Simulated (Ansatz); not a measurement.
M(NH3)Cl with several metals: PBE0-D4/def2-SVP single points in Ansatz on relaxed structures, gas phase. Core potentials for Ag, Au, no spin–orbit coupling. Binding counts from free atoms in the multiplicity of their measured ground term, without zero-point energy. Names give formal oxidation states. The structures are stationary points that may keep the symmetry of their start.

```csv
species,atoms,state,geometry,HOMO (eV),LUMO (eV),gap (eV),binding per atom (eV),point group (within 0.1 Å)
Au(NH3)Cl (AuNClH3),6,singlet,PBE0-D4/def2-TZVP,-6.71,-0.48,6.23,2.91,C3v
Cu(NH3)Cl (CuNClH3),6,singlet,B3LYP-D4/def2-TZVP,-5.97,-0.47,5.50,3.06,C3v
Ag(NH3)Cl (AgNClH3),6,singlet,PBE-D4/def2-TZVP,-6.50,-0.86,5.65,2.88,C3v
```

The gap (eV) runs from 5.50 (Cu(NH3)Cl) to 6.23 (Au(NH3)Cl).
